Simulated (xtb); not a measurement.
C₆H₁₃O (SMILES CC(C)[CH]C(C)O), doublet, from a rough starting geometry; GFN2-xTB run with xtb.

The xtb input:
```
$ xtb mol.xyz --gfn 2 --uhf 1 --opt vtight --json

# file mol.xyz
20

C     -1.91310141    -1.03832931     0.86384879
C     -0.84629227    -0.41827188     0.04790997
C     -1.48393877     0.68192138    -0.92499960
C      0.17174976     0.24447871     0.81026912
C      1.59187255     0.48509386     0.36743431
C      2.16088770    -0.58001787    -0.70447264
O      1.74353096     1.76614969    -0.34078991
H     -2.35737094    -0.26319141     1.52426062
H     -1.49461005    -1.77804252     1.53894891
H     -2.69894785    -1.49967910     0.27599509
H     -0.38849627    -1.17256163    -0.60521826
H     -2.04762583     1.33365538    -0.34561524
H     -0.72811358     1.06393997    -1.49007084
H     -2.19712986     0.13457593    -1.61000565
H     -0.13986261     0.80580430     1.72602098
H      2.25760486     0.52011347     1.25880486
H      1.61432250    -0.45272686    -1.49267633
H      2.04089480    -1.57799942    -0.20954533
H      3.18914399    -0.37936241    -0.83505622
H      1.40660112     2.42079491     0.33069177
```

Problem. Predict the main parts of the log of this xtb run.

Solution. 
```
   ID    Z sym.   atoms
    1    6 C      1-6
    2    8 O      7
    3    1 H      8-20

           -------------------------------------------------
          |                Calculation Setup                |
           -------------------------------------------------

           -------------------------------------------------
          |                 G F N 2 - x T B                 |
           -------------------------------------------------

          ...................................................
          :                      SETUP                      :
          :.................................................:
          :  # basis functions                  41          :
          :  # atomic orbitals                  41          :
          :  # shells                           27          :
          :  # electrons                        43          :
          :  max. iterations                   250          :
          :  Hamiltonian                  GFN2-xTB          :
          :  restarted?                      false          :
          :  GBSA solvation                  false          :
          :  PC potential                    false          :
          :  electronic temp.          300.0000000     K    :
          :  accuracy                    1.0000000          :
          :  -> integral cutoff          0.2500000E+02      :
          :  -> integral neglect         0.1000000E-07      :
          :  -> SCF convergence          0.1000000E-05 Eh   :
          :  -> wf. convergence          0.1000000E-03 e    :
          :  Broyden damping             0.4000000          :
          :  net charge                          0          :
          :  unpaired electrons                  1          :
          ...................................................

 iter      E             dE          RMSdq      gap      omega  full diag
   1    -23.7184816 -0.237185E+02  0.312E+00    8.74       0.0  T
   2    -23.7584973 -0.400157E-01  0.166E+00    8.74       1.0  T
   3    -23.7593702 -0.872909E-03  0.708E-01    8.83       1.0  T
   4    -23.7598538 -0.483536E-03  0.161E-01    8.76       1.0  T
   5    -23.7600306 -0.176860E-03  0.620E-02    8.79       1.0  T
   6    -23.7600311 -0.496339E-06  0.175E-02    8.79       1.3  T
   7    -23.7600334 -0.225148E-05  0.507E-03    8.79       4.4  T
   8    -23.7600334 -0.331152E-07  0.150E-03    8.79      14.9  T
   9    -23.7600334 -0.239102E-08  0.454E-04    8.79      49.2  T
  10    -23.7600334 -0.394557E-09  0.155E-04    8.79     144.0  T

   *** convergence criteria satisfied after 10 iterations ***

         :::::::::::::::::::::::::::::::::::::::::::::::::::::
         ::                     SUMMARY                     ::
         :::::::::::::::::::::::::::::::::::::::::::::::::::::
         :: total energy             -23.431132530097 Eh    ::
         :: gradient norm              0.222423347214 Eh/a0 ::
         :: HOMO-LUMO gap              8.786944349744 eV    ::
         ::.................................................::
         :: SCC energy               -23.759965499540 Eh    ::
         :: -> isotropic ES            0.030019317988 Eh    ::
         :: -> anisotropic ES          0.004853446761 Eh    ::
         :: -> anisotropic XC          0.010894867859 Eh    ::
         :: -> dispersion             -0.012274407358 Eh    ::
         :: repulsion energy           0.328832969443 Eh    ::
         :: add. restraining           0.000000000000 Eh    ::
         :: total charge              -0.000000000000 e     ::
         :::::::::::::::::::::::::::::::::::::::::::::::::::::

      -----------------------------------------------------------
     |                   =====================                   |
     |                        A N C O P T                        |
     |                   =====================                   |
     |               Approximate Normal Coordinate               |
[...]
 * total energy  :   -23.4620480 Eh     change       -0.3734960E-05 Eh
 * total energy  :   -23.4620538 Eh     change       -0.5751318E-05 Eh
 * total energy  :   -23.4620598 Eh     change       -0.6000074E-05 Eh
 * total energy  :   -23.4620659 Eh     change       -0.6171169E-05 Eh
 * total energy  :   -23.4620698 Eh     change       -0.3838798E-05 Eh
 * total energy  :   -23.4620709 Eh     change       -0.1144998E-05 Eh
 * total energy  :   -23.4620714 Eh     change       -0.4407702E-06 Eh
 * total energy  :   -23.4620717 Eh     change       -0.3195610E-06 Eh
 * total energy  :   -23.4620719 Eh     change       -0.2480560E-06 Eh
 * total energy  :   -23.4620721 Eh     change       -0.1203717E-06 Eh
 * total energy  :   -23.4620720 Eh     change        0.2790306E-07 Eh
 * total energy  :   -23.4620721 Eh     change       -0.5424512E-07 Eh
   *** GEOMETRY OPTIMIZATION CONVERGED AFTER 22 ITERATIONS ***
         :: total energy             -23.462072079604 Eh    ::
[...]

     #   Z          covCN         q      C6AA      α(0)
     1   6 C        3.757    -0.107    22.601     6.778
     2   6 C        3.850    -0.003    20.591     6.454
     3   6 C        3.756    -0.102    22.497     6.763
     4   6 C        2.894    -0.086    30.146     9.002
     5   6 C        3.722     0.122    18.688     6.174
     6   6 C        3.753    -0.110    22.661     6.788
     7   8 O        1.653    -0.452    21.886     6.315
     8   1 H        0.925     0.037     2.494     2.470
     9   1 H        0.925     0.035     2.518     2.481
    10   1 H        0.925     0.037     2.496     2.470
    11   1 H        0.924     0.044     2.398     2.422
    12   1 H        0.925     0.035     2.520     2.483
    13   1 H        0.925     0.050     2.316     2.380
    14   1 H        0.925     0.037     2.487     2.466
    15   1 H        0.926     0.023     2.681     2.561
    16   1 H        0.922     0.015     2.816     2.624
    17   1 H        0.925     0.055     2.264     2.353
    18   1 H        0.925     0.038     2.477     2.461
    19   1 H        0.925     0.051     2.308     2.376
    20   1 H        0.805     0.281     0.781     1.388

 Mol. C6AA /au·bohr⁶  :       2803.681599
 Mol. C8AA /au·bohr⁸  :      59118.711800
 Mol. α(0) /au        :         79.208547

Wiberg/Mayer (AO) data.
largest (>0.10) Wiberg bond orders for each atom

 ---------------------------------------------------------------------------
     #   Z sym  total        # sym  WBO       # sym  WBO       # sym  WBO
 ---------------------------------------------------------------------------
     1   6 C    3.996 --     2 C    1.001     9 H    0.988     8 H    0.987
                            10 H    0.986
     2   6 C    3.996 --     4 C    1.071     1 C    1.001     3 C    0.953
                            11 H    0.952
     3   6 C    3.991 --    12 H    0.988    13 H    0.986    14 H    0.983
                             2 C    0.953
     4   6 C    3.287 --     2 C    1.071     5 C    1.039    15 H    0.973
     5   6 C    3.954 --     4 C    1.039     6 C    1.003    16 H    0.955
                             7 O    0.939
     6   6 C    3.995 --     5 C    1.003    18 H    0.986    19 H    0.985
                            17 H    0.983
     7   8 O    1.954 --     5 C    0.939    20 H    0.904
     8   1 H    0.999 --     1 C    0.987
     9   1 H    0.999 --     1 C    0.988
    10   1 H    0.998 --     1 C    0.986
    11   1 H    0.998 --     2 C    0.952
    12   1 H    0.999 --     3 C    0.988
    13   1 H    0.997 --     3 C    0.986
    14   1 H    0.999 --     3 C    0.983
    15   1 H    0.999 --     4 C    0.973
    16   1 H    0.999 --     5 C    0.955
    17   1 H    0.997 --     6 C    0.983
    18   1 H    0.999 --     6 C    0.986
    19   1 H    0.997 --     6 C    0.985
    20   1 H    0.921 --     7 O    0.904
 ---------------------------------------------------------------------------

Topologies differ in total number of bonds
Writing topology from bond orders to xtbtopo.mol

molecular dipole:
                 x           y           z       tot (Debye)
 q only:       -0.353      -0.223       0.217
   full:       -0.460      -0.122       0.425       1.622
molecular quadrupole (traceless):
                xx          xy          yy          xz          yz          zz
 q only:       -1.167      -2.382       1.071       1.500       2.393       0.096
  q+dip:       -1.368      -2.606       0.909       2.736       4.778       0.459
   full:       -1.786      -2.791       1.546       2.526       4.134       0.240

optimized geometry written to: xtbopt.xyz

           -------------------------------------------------
          | TOTAL ENERGY              -23.462072079604 Eh   |
          | GRADIENT NORM               0.000070287668 Eh/α |
          | HOMO-LUMO GAP               9.831623683818 eV   |
           -------------------------------------------------
```
